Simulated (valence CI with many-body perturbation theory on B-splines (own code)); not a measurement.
## E1 line list for Lu³⁹⁺

Level of theory: configuration interaction combined with many-body perturbation theory (CI+MBPT): four valence electrons over a frozen Dirac-Fock core [Ar] 3d10, radial functions for each j: 11 s, 11 p, 10 d, 8 f, 5 g, 2 h, with the one-electron correlation potential Σ1, the two-electron term Σ2, the three-electron term Σ3, Breit, model QED; selected CI, second order for the rest, scaled by the run's own slope (own B-spline code, finite nucleus).

No measured spectrum was set against this ion. As an estimate, large intervals hold to a few tenths of a per cent, small ones and those within an open d or f shell to about a per cent. Among the levels kept, up to 380 cm⁻¹ of a level comes from second order outside the variational space, and about a tenth of that is noise between levels of different J, which matters for small intervals.

Lines 151 to 200 of 569 in falling wavelength, among levels below 42.734 Ry, chosen from the strongest by gf and those to the six lowest levels. Wavelengths and rates use the calculated energies. Electric multipoles are in the length gauge, E1 and E2 with the static RPA response of the core. Weak lines are less certain than strong ones. Lines between different terms over intervals too small for the method are left out, as are lines whose strength nearly cancels. Where a level lies close to another of its J and parity, the split of strength between their lines is uncertain. The highest levels of a list are the least certain.

Levels are named by their leading jj configuration (3d3/2^4 stands for four electrons in 3d with j = 3/2), which in mixed levels can hold well under half, so a name can repeat and another be missing. Letters in brackets count levels of one name in rising energy.

```csv
λ vac (Å),Upper,Lower,A (s⁻¹),S (a.u.)
73.48,(4s 4p1/2 4p3/2 4d5/2) J=1 [b],(4s^2 4p1/2 4d5/2) J=2,6.82e+10,4.01e-02
73.48,(4s 4p1/2 4p3/2 4f7/2) J=4 [b],(4s 4p1/2 4p3/2 4d5/2) J=3 [b],1.48e+11,2.60e-01
73.47,(4s 4p1/2 4p3/2 4d5/2) J=3 [b],(4s 4p1/2 4p3/2^2) J=3,1.79e+11,2.46e-01
73.46,(4s 4p1/2^2 4f7/2) J=3,(4s 4p1/2^2 4d5/2) J=3,4.91e+10,6.72e-02
73.44,(4s 4p1/2 4p3/2 4f7/2) J=4 [c],(4s 4p1/2 4p3/2 4d5/2) J=4 [b],4.60e+10,8.09e-02
73.44,(4s 4p1/2 4p3/2 4d5/2) J=2 [c],(4s 4p1/2 4p3/2^2) J=1 [a],1.71e+11,1.67e-01
73.40,(4s 4p1/2 4p3/2 4f5/2) J=1 [b],(4s 4p1/2 4p3/2 4d5/2) J=1 [a],7.76e+10,4.54e-02
73.30,(4s 4p1/2 4p3/2 4d5/2) J=0,(4s 4p1/2 4p3/2^2) J=1 [a],2.29e+11,4.46e-02
73.28,(4s 4p1/2 4p3/2 4f7/2) J=2 [c],(4s 4p1/2 4p3/2 4d5/2) J=3 [c],5.01e+10,4.86e-02
73.26,(4s 4p1/2 4d3/2 4d5/2) J=3 [e],(4s 4p1/2 4p3/2 4d3/2) J=3 [c],3.89e+10,5.28e-02
73.22,(4s 4p1/2 4p3/2 4d5/2) J=2 [d],(4s 4p1/2 4p3/2^2) J=1 [b],3.23e+11,3.13e-01
73.21,(4s 4p1/2 4d5/2^2) J=3,(4s^2 4p1/2 4f7/2) J=4,1.17e+11,1.59e-01
73.21,(4s 4p1/2 4p3/2 4d5/2) J=3 [e],(4s 4p1/2 4p3/2^2) J=2 [b],3.80e+11,5.15e-01
73.20,(4s 4p1/2 4p3/2 4f7/2) J=3 [a],(4s 4p1/2 4p3/2 4d5/2) J=2 [a],1.22e+11,1.65e-01
73.19,(4p1/2 4p3/2^2 4d3/2) J=1 [a],(4s 4p1/2 4p3/2 4d3/2) J=1 [c],2.01e+11,1.17e-01
73.18,(4s 4p1/2^2 4d5/2) J=2,(4s 4p1/2^2 4p3/2) J=2,1.05e+11,1.02e-01
73.16,(4s 4p1/2 4p3/2 4f7/2) J=4 [c],(4s 4p1/2 4p3/2 4d5/2) J=3 [c],1.25e+11,2.18e-01
73.07,(4s 4p1/2 4p3/2 4f5/2) J=1 [c],(4s 4p1/2 4p3/2 4d5/2) J=1 [a],1.46e+11,8.41e-02
73.05,(4p1/2 4p3/2^2 4d5/2) J=5,(4s^2 4p1/2 4f7/2) J=4,1.32e+11,2.80e-01
73.04,(4s 4p3/2^2 4d3/2) J=1 [c],(4s^2 4p3/2 4d3/2) J=0,1.55e+11,8.95e-02
73.02,(4s^2 4p1/2 4d5/2) J=3,(4s^2 4p1/2 4p3/2) J=2,2.78e+11,3.74e-01
72.99,(4s^2 4p3/2 4f7/2) J=3,(4s^2 4p3/2 4d5/2) J=2,7.54e+10,1.01e-01
72.98,(4s 4p1/2 4d3/2 4d5/2) J=3 [d],(4s 4p1/2 4p3/2 4d3/2) J=3 [b],2.79e+10,3.75e-02
72.98,(4s 4p1/2 4d3/2 4d5/2) J=1 [a],(4s 4p1/2 4p3/2 4d3/2) J=1 [a],9.68e+10,5.57e-02
72.97,(4s^2 4d3/2 4d5/2) J=3,(4s^2 4p3/2 4d3/2) J=2,1.41e+11,1.89e-01
72.96,(4s^2 4p1/2 4f5/2) J=2,(4s 4p1/2 4p3/2^2) J=2 [a],4.92e+10,4.71e-02
72.93,(4s 4p1/2 4p3/2 4f7/2) J=3 [b],(4s 4p1/2 4p3/2 4d5/2) J=3 [b],1.88e+11,2.52e-01
72.92,(4s 4p1/2 4p3/2 4f7/2) J=6,(4s 4p1/2 4p3/2 4d5/2) J=5,1.64e+11,4.07e-01
72.89,(4s 4p1/2 4p3/2 4f5/2) J=4 [c],(4s 4p1/2 4p3/2 4d3/2) J=3 [c],1.04e+11,1.79e-01
72.89,(4s 4p1/2 4d3/2 4d5/2) J=1 [a],(4s 4p1/2 4p3/2 4d3/2) J=0 [a],1.17e+11,6.71e-02
72.87,(4s^2 4d5/2^2) J=2,(4s^2 4p3/2 4d5/2) J=2,3.45e+11,3.29e-01
72.87,(4s 4p1/2 4p3/2 4f5/2) J=3 [e],(4s 4p1/2 4p3/2 4d5/2) J=2 [b],9.33e+10,1.25e-01
72.84,(4p1/2 4p3/2^2 4d3/2) J=1 [c],(4s 4p1/2 4p3/2 4d3/2) J=0 [b],9.19e+10,5.26e-02
72.83,(4p1/2 4p3/2^2 4d5/2) J=4,(4s 4p1/2 4p3/2 4d5/2) J=3 [a],1.49e+11,2.55e-01
72.81,(4s 4p1/2 4p3/2 4d5/2) J=2 [b],(4s 4p1/2 4p3/2^2) J=3,1.92e+11,1.83e-01
72.78,(4s 4p1/2 4p3/2 4f7/2) J=5 [c],(4s 4p1/2 4p3/2 4d5/2) J=4 [b],2.40e+11,5.02e-01
72.68,(4s 4p1/2 4p3/2 4f7/2) J=4 [b],(4s^2 4p1/2 4f7/2) J=4,1.60e+11,2.73e-01
72.68,(4s 4p3/2^2 4d3/2) J=2 [b],(4s^2 4p3/2 4d3/2) J=1,1.11e+11,1.05e-01
72.67,(4s 4p1/2 4p3/2 4d3/2) J=2 [b],(4s^2 4p1/2 4d3/2) J=2,1.84e+11,1.74e-01
72.61,(4s 4p1/2 4d3/2 4d5/2) J=2 [c],(4s 4p1/2 4p3/2 4d3/2) J=2 [b],1.41e+11,1.33e-01
72.55,(4s 4p3/2^2 4d3/2) J=1 [c],(4s^2 4p3/2 4d3/2) J=1,1.10e+11,6.20e-02
72.54,(4s 4p1/2 4p3/2 4d5/2) J=3 [a],(4s 4p1/2 4p3/2^2) J=2 [a],2.10e+11,2.77e-01
72.53,(4s 4p1/2 4p3/2 4f7/2) J=4 [c],(4s^2 4p1/2 4f5/2) J=3,5.72e+10,9.69e-02
72.50,(4p1/2 4p3/2^2 4d5/2) J=1,(4s 4p1/2 4p3/2 4d5/2) J=2 [b],3.61e+11,2.04e-01
72.49,(4p1/2^2 4p3/2 4d5/2) J=2,(4s 4p1/2^2 4d5/2) J=2,2.48e+11,2.33e-01
72.41,(4s 4p1/2 4p3/2 4f7/2) J=5 [a],(4s 4p1/2 4p3/2 4d5/2) J=4 [a],1.59e+11,3.29e-01
72.37,(4p1/2^2 4p3/2 4d3/2) J=2,(4s 4p1/2^2 4d3/2) J=2,5.89e+10,5.51e-02
72.36,(4s 4p1/2 4p3/2 4d5/2) J=1 [a],(4s 4p1/2 4p3/2^2) J=2 [a],9.23e+10,5.18e-02
72.31,(4s 4p3/2^2 4d3/2) J=2 [b],(4s^2 4p3/2 4d3/2) J=2,1.29e+11,1.20e-01
72.30,(4s 4p1/2 4p3/2 4d5/2) J=4 [c],(4s^2 4p1/2 4d5/2) J=3,5.40e+11,9.07e-01
```
